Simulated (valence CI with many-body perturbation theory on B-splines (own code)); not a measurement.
## Ladder of approximations for Zr25+

Computed by configuration interaction combined with many-body perturbation theory (CI+MBPT): five valence electrons over a frozen Dirac-Fock core [Ne], radial functions for each j: 9 s, 9 p, 8 d, 6 f, 3 g, 1 h, with the one-electron correlation potential Σ1, the two-electron term Σ2, the three-electron term Σ3, Breit, model QED; selected CI, second order for the rest (own B-spline code, finite nucleus).

No measured spectrum was set against this ion. As an estimate, levels of excited configurations hold to 0.05 to 0.15 % of their energy, terms of the ground configuration to about 0.5 %. Among the levels kept, up to 510 cm⁻¹ of a level comes from second order outside the variational space, and about a tenth of that is noise between levels of different J, which matters for small intervals.

Each rung adds one term. CI alone is the Dirac-Coulomb CI over the frozen core; QED comes last and gives the full result, which names the levels. Energies are above 3s2.3p3 4S°_3/2 on the same rung, in cm⁻¹.

Names give the largest LS component (configuration and term), which can be under half, so a name can repeat, a term be missing and a line seem to break the LS rules; names also repeat where a configuration has a term twice. Letters in brackets count levels of one name in rising energy.

```
                Level  CI alone     + Σ1     + Σ2     + Σ3  + Breit     Full
      3s2.3p3 2D°_3/2    124567   124819   124961   124970   122951   123208
      3s2.3p3 2D°_5/2    164901   165188   165215   165129   162288   162567
      3s2.3p3 2P°_1/2    218364   218655   218428   218123   215918   216155
      3s2.3p3 2P°_3/2    338159   338740   338869   338678   333755   334310
        3s.3p4 4P_5/2    648338   647343   647672   648348   647941   645065
    3s.3p4 4P_3/2 [a]    724369   723437   723491   724077   723051   720560
        3s.3p4 4P_1/2    741942   741049   741105   741638   740768   738029
    3s.3p4 4P_3/2 [b]    805704   804800   804445   804694   802577   800953
        3s.3p4 2D_5/2    858564   857843   857631   858077   854625   852621
    3s2.3p2.3d 4F_3/2    859824   858832   857411   857148   855252   854071
    3s2.3p2.3d 4F_5/2    890510   889605   887938   887388   884027   883599
3s2.3p2.3d 2P_3/2 [a]    908633   907818   906823   906936   903099   902240
3s2.3p2.3d 2P_1/2 [a]    916062   915245   913959   914043   911134   909843
    3s2.3p2.3d 2F_5/2    943917   943020   941685   941254   936760   936683
    3s2.3p2.3d 4F_7/2    966267   965504   964318   963848   958272   958291
    3s2.3p2.3d 4D_1/2    977297   976513   974898   974589   970970   970045
3s2.3p2.3d 2F_7/2 [a]    978768   978037   976691   976194   970679   970684
    3s2.3p2.3d 4D_3/2    996634   995894   994118   993739   989081   988570
    3s2.3p2.3d 4F_9/2   1011220  1010620  1009420  1008820  1001780  1001860
```

Q: How does the ionisation energy move along the ladder, and which term matters most?

A: CI alone 1266.7, + Σ1 1267.5, + Σ2 1267.5, + Σ3 1267.1, + Breit 1266.6, + QED 1266.6 eV. The largest step is Σ1, 0.8 eV. NIST lists 1277 ± 5 eV (semi-empirical).
